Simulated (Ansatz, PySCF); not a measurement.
The pair A = CH4 (SMILES C) (first 5 atoms), B = ClH3Si (SMILES [SiH3]Cl); geometry from B3LYP-D3(BJ)/def2-TZVP.
(charge 0, multiplicity 1):
```xyz
10

C      0.0018    -0.0905     0.2082
H      0.3848    -0.0369    -0.8099
H     -0.3341    -1.1057     0.4154
H      0.7904     0.1814     0.9080
H     -0.8348     0.5988     0.3161
Si    -0.9130    -0.0116     3.9007
Cl     1.1043     0.4224     4.0245
H     -1.5732     1.0473     3.1144
H     -1.4600    -0.0530     5.2710
H     -1.0716    -1.3221     3.2429
```

Correlated levels freeze the cores. Rows in 6-31G* carry no dispersion term and start afresh at each structure (6-31G* with six Cartesian d functions). MP2/6-31G* freezes PySCF's default core.

Programs: Ansatz (an electronic-structure program); PySCF for 6-31G* rows. 

Total energies (hartree), monomers frozen at their geometry in the pair:

```tsv
structure	B3LYP/def2-TZVPPD	MP2/6-31G*	MP2/aug-cc-pV(D+d)Z
AB	-792.1374963	-790.7224368	-790.8658097
A in the pair's basis	-40.5391840	-40.3329538	-40.3680570
B in the pair's basis	-751.5992463	-750.3896423	-750.4965380
A	-40.5391541	-40.3325496	-40.3675125
B	-751.5991542	-750.3890447	-750.4955013
```

Task: Work out the interaction energy without and with the counterpoise correction, and the superposition error, for each level.

Result: 
E(AB) − E(A) − E(B), times 627.509 kcal/mol, with the monomers in their own basis and then in the pair's basis:
- B3LYP/def2-TZVPPD: 0.51 uncorrected, 0.59 corrected; the monomers gain 0.08 kcal/mol from borrowed functions
- MP2/6-31G*: -0.53 uncorrected, 0.10 corrected; the monomers gain 0.63 kcal/mol from borrowed functions
- MP2/aug-cc-pV(D+d)Z: -1.75 uncorrected, -0.76 corrected; the monomers gain 0.99 kcal/mol from borrowed functions
